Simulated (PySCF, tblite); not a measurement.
C9H14Si.
Atom-mapped SMILES: `[CH2:1]=[C:2]([CH3:3])[C:4]1=[CH:5][SiH2:6][C@H:7]2[CH2:8][C@@H:9]1[CH2:10]2` (hydrogens: H11, H12 on C1; H13, H14, H15 on C3; H16 on C5; H17, H18 on Si6; H19 on C7; H20, H21 on C8; H22 on C9; H23, H24 on C10)

Structure used (GFN2-xTB), in Å, numbered top down from 1:
```xyz
24
C9H14Si angstrom
C      2.3173   -1.4544   -0.4873
C      1.8950   -0.2263   -0.1996
C      2.8560    0.9246   -0.1124
C      0.4791    0.0579    0.0844
C      0.0975    0.9234    1.0354
Si    -1.7254    1.1734    1.3962
C     -2.4164   -0.0158    0.0899
C     -1.6688    0.2711   -1.2204
C     -0.5618   -0.6742   -0.7195
C     -1.6245   -1.3289    0.1829
H      1.6539   -2.3016   -0.5140
H      3.3574   -1.6628   -0.6748
H      3.8113    0.6581   -0.5579
H      3.0309    1.1975    0.9280
H      2.4538    1.7971   -0.6241
H      0.8509    1.4335    1.6188
H     -2.1649    2.5506    1.1404
H     -2.0868    0.7479    2.7539
H     -3.5007   -0.1007    0.0286
H     -2.1792   -0.1344   -2.0941
H     -1.3743    1.3004   -1.4236
H     -0.0987   -1.3074   -1.4764
H     -1.2889   -1.6498    1.1688
H     -2.1245   -2.1597   -0.3157
```

Method: PBE0/pcSseg-1 in PySCF (dipole) on a GFN2-xTB geometry, gas phase.

Masses are those of the commonest isotopes; rigid-rotor values at the optimised geometry. The values belong to one conformer with, in the numbering `[CH2:1]=[C:2]([CH3:3])[C:4]1=[CH:5][SiH2:6][C@H:7]2[CH2:8][C@@H:9]1[CH2:10]2`, C1–C2–C4–C5 141°.

(1) What are A, B and C (GHz)?

(2) Classify the top.

(3) Is it planar, by Δ = Ic − Ia − Ib?

(4) Give the other two planar moments, Paa and Pbb, and the rms extents of the mass along the axes.

(5) Predict some low-J microwave lines.

(6) Estimate the classical rotational partition function at 25 K, 50 K and 100 K.

Answers

(1) Ia = 243.07, Ib = 577.71, Ic = 706.55 u·Å²; 505379 MHz·u·Å²/I gives 2079, 874.8 and 715.3 MHz, that is A = 2.0791, B = 0.8748, C = 0.7153 GHz.

(2) An asymmetric top: κ = (2 × 874.8 − 2079 − 715.3)/(2079 − 715.3) = -0.77.

(3) Not planar: Δ = Ic − Ia − Ib = -114.23 u·Å². For a rigid frame Δ = −2 Σ m c², so Σ m c² = 57.11 u·Å² lies off the ab plane: 19.09 from hydrogen and 38.02 from heavier atoms. The atom farthest from that plane is 2.05 Å away.

(4) Paa = Σ m a² = (Ib + Ic − Ia)/2 = 520.59 and Pbb = Σ m b² = (Ia + Ic − Ib)/2 = 185.96 u·Å². With the mass M = 150.09 u, the rms extents √(P/M) along a, b and c are 1.86, 1.11, 0.62 Å.

(5) The dipole components are |μa| = 0.46 D, |μb| = 0.48 D, |μc| = 0.22 D. Intensities carry the squares of the components, which stand as 0.90 : 1.00 : 0.20 (a : b : c). Some lines, for components of 0.1 D or more:

```
type  branch         J(Ka,Kc)    MHz  lower level (cm⁻¹)
   a       Q  3(1,2) ← 3(1,3)    956               0.345
   c       Q  1(1,1) ← 1(0,1)   1204               0.053
   b       Q  1(1,0) ← 1(0,1)   1364               0.053
   b       R  3(1,2) ← 2(2,1)   1387               0.330
   b       Q  4(1,3) ← 4(0,4)   2254               0.523
   a       R  2(1,2) ← 1(1,1)   3021               0.093
   a       R  2(0,2) ← 1(0,1)   3165               0.053
   a       R  2(1,1) ← 1(1,0)   3340               0.099
   b       Q  2(2,0) ← 2(1,1)   3628               0.210
   a       R  3(1,3) ← 2(1,2)   4522               0.194
   c       R  2(1,1) ← 1(0,1)   4704               0.053
   b       R  4(0,4) ← 3(1,3)   5349               0.345
   b       Q  3(3,0) ← 3(2,1)   6357               0.492
   a       R  4(3,2) ← 3(3,1)   6388               0.704
   b       Q  3(3,1) ← 3(2,2)   6429               0.490
   a       R  4(2,2) ← 3(2,1)   6490               0.492
   b       R  2(2,1) ← 1(1,0)   6953               0.099
   c       R  2(2,1) ← 1(1,1)   7112               0.093
   b       R  2(2,0) ← 1(1,1)   7127               0.093
   b       R  3(2,2) ← 2(1,1)   8383               0.210
   c       R  3(2,1) ← 2(1,1)   8456               0.210
   c       R  4(1,3) ← 3(0,3)   8473               0.316
   b       R  3(2,1) ← 2(1,2)   8935               0.194
   b       Q  4(4,1) ← 4(3,2)   8964               0.917
   b       R  4(2,2) ← 3(1,3)  10903               0.345
   b       R  3(3,1) ← 2(2,0)  11185               0.331
   b       R  3(3,0) ← 2(2,1)  11200               0.330
```

(6) Point group C1, symmetry number σ = 1; q = (√π/σ)·√((kT/h)³/(ABC)), k/h = 20836.6 MHz/K: 18500 at 25 K, 52300 at 50 K, 148000 at 100 K.

Its GFN2-xTB frequencies are all real (lowest 48 cm⁻¹). Zero-point vibration and centrifugal distortion are left out. A rigid rotor knows nothing of internal rotation, which can split or shift real lines.

Time: 2.0 min (with the writing of density and orbital grids); peak memory 1.2 GiB. Hardware: one thread of an Arm Neoverse N1, no GPU, shared host. This is the PBE0/pcSseg-1 job that gave the dipole, with the shieldings it also computed.
